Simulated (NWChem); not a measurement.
# C4H4OS; SMILES O=CSC=C=C

```xyz
10

C      1.0423     2.6445    -0.1694
C      0.0573     1.7938    -0.0490
C     -0.9348     0.9433     0.0676
S     -0.8845    -0.7174    -0.5510
C      0.6462    -1.2902     0.1765
O      1.0981    -2.3750    -0.0197
H      1.8378     2.7109     0.5803
H      1.0979     3.3212    -1.0294
H     -1.8644     1.2293     0.5726
H      1.1114    -0.5070     0.8255
```
Atoms are numbered in this order, from 1.

Results from NWChem. STO-3G and 3-21G are far too small for this property and stand as cheap habits. The geometry was optimised at PBE0/def2-SVP. GIAO values for the isolated, static molecule; σ is the absolute isotropic shielding, δ = σ(reference) − σ with the isolated reference molecule computed at the same levels (13C: tetramethylsilane, 1H: tetramethylsilane, 17O: water).

```
level                                 δ C1 (ppm)  δ C5 (ppm)  δ O6 (ppm)  δ H7 (ppm)  δ H8 (ppm)  δ H9 (ppm)  δ H10 (ppm)  relative time
------------------------------------  ----------  ----------  ----------  ----------  ----------  ----------  -----------  -------------
Hartree-Fock/STO-3G                         84.7       149.1       628.5        4.92        5.02        5.58         9.60              1
LDA (Slater exchange, VWN5)/pcSseg-1        85.2       199.1       642.8        5.37        5.50        6.18         9.62              8
PBE/pcSseg-1                                81.9       190.8       618.6        5.29        5.41        6.10         9.56             10
```

Relative times are rough (shared machine, one core).
